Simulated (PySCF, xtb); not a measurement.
Al(F)(Me)(OSiH3) (CH6AlFOSi), SMILES [Al]([CH3])([O][SiH3])[F].

xtb with GFN2-xTB at its own geometry gives an orbital gap of 4.55 eV and a dipole moment of 2.57 D.

Geometry optimised at PBE0-D3(BJ)/def2-SVP. Other conformers were not sampled.

Problem. What does r2SCAN/def2-TZVP (PySCF) give? (The exact figures need the calculation; the answer reports its results.)

Solution. gap 6.72 eV (levels -7.63 and -0.91 eV), dipole 1.76 D.
